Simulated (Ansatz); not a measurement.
System: C$_{3}$H$_{4}$B (charge 0, doublet). It need not be the lowest isomer of its formula. 
Structure (B3LYP-D3(BJ)/def2-TZVP (Ansatz, an electronic-structure program) minimum search):
```xyz
8

C      2.0912    -0.0194     0.0635
C      0.8755    -0.1397     0.0598
B     -0.5482    -0.4144     0.0909
C     -1.9101     0.2595    -0.1308
H      3.1510     0.0658     0.0731
H     -2.0844     0.9257     0.7254
H     -1.9070     0.9008    -1.0195
H     -2.7586    -0.4227    -0.1883
```
Charge 0, spin multiplicity 2.

Atomisation energy built up term by term with Ansatz (kcal/mol; UHF references for open shells; valence terms freeze the core; atomic spin-orbit terms are left out). CBS(X,Y): correlation extrapolated as X^-3; Hartree-Fock from the larger set.

The UHF reference is spin-contaminated (<S^2> 0.17 over the pure value in the largest basis). 

```csv
term,basis,kcal/mol
Hartree-Fock,cc-pVQZ,596.98
CCSD correlation,"CBS(cc-pVTZ,cc-pVQZ)",171.72
(T),"CBS(cc-pVTZ,cc-pVQZ)",14.39
core correlation,cc-pwCVTZ,4.53
scalar relativity (X2C),cc-pVTZ-DK against cc-pVTZ,-0.52
sum: De,,787.1
```

(T) makes 1.8 % of the CCSD(T) atomisation energy; under 5 % is typical of single-reference molecules.
